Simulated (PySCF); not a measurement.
Compound: C8H9Cl.
Atom-mapped SMILES: `[Cl:1][CH2:2][C@H:3]1[C@H:4]2[CH:5]=[CH:6][C@@H:7]1[CH:8]=[CH:9]2` (hydrogens: H10, H11 on C2; H12 on C3; H13 on C4; H14 on C5; H15 on C6; H16 on C7; H17 on C8; H18 on C9)

Geometry (PBE0-D3(BJ)/def2-SVP, Å), atoms numbered from 1 in this order:
```xyz
18
C8H9Cl angstrom
Cl     3.0401   -0.4501   -1.1491
C      1.9981    0.1344    0.1868
C      0.6497   -0.5447    0.1462
C     -0.4228   -0.0058    1.1392
C     -0.6704    1.3722    0.5120
C     -0.5790    1.2200   -0.8127
C     -0.2684   -0.2569   -1.0761
C     -1.4892   -1.0612   -0.6171
C     -1.5807   -0.9138    0.7083
H      2.5215   -0.0995    1.1244
H      1.9191    1.2236    0.0826
H      0.7962   -1.6284    0.2725
H     -0.1747   -0.0150    2.2090
H     -0.9300    2.2730    1.0692
H     -0.7413    1.9703   -1.5871
H      0.1355   -0.5012   -2.0662
H     -2.1641   -1.6008   -1.2822
H     -2.3471   -1.3031    1.3794
```

Computed with PySCF at PBE0/def2-SVPD, non-relativistic, on one gas-phase PBE0-D3(BJ)/def2-SVP geometry that isn't relaxed in the solvent. The solvent is an IEF-PCM continuum (Bondi radii, 1.10 Å for H, scaled by 1.2), and excitations are vertical TDDFT with non-equilibrium linear response and a frozen core. Specific hydrogen bonds and non-electrostatic terms are outside this model.

```
run  E − E(gas) (kcal/mol)  HOMO (eV)  HOMO–LUMO gap (eV)  dipole (D)  lowest singlet (eV)  static polarisability (au)
gas                   0.00      -6.76                6.07        2.15                 4.94                        97.3
  P                  -2.86      -6.66                6.08        2.60                 4.92                       123.0
  Q                  -3.98      -6.65                6.08        2.79                 4.93                       136.0
```

Task: The runs were made in acetonitrile and chloroform. Which run belongs to which solvent?

Result: P = chloroform, Q = acetonitrile. The dielectric constants are 4.711 (chloroform), 35.69 (acetonitrile), and the energy falls further as ε rises. The optical constants n² used for the excitations are 2.09, 1.81 in the same order. In this model the ground state sees the solvent through ε alone.

Task: How constant is the ratio of the lowering to (ε − 1)/(2ε + 1)?

Result: 
| solvent | (ε − 1)/(2ε + 1) | E − E(gas) (kcal/mol) | ratio (kcal/mol) | polarisation term (kcal/mol) |
| --- | --- | --- | --- | --- |
| chloroform | 0.356 | -2.86 | -8.0 | -3.15 |
| acetonitrile | 0.479 | -3.98 | -8.3 | -4.57 |

The ratio changes by +3.4 % in size from chloroform to acetonitrile. The polarisation term is half the interaction of the solute with the induced surface charges.
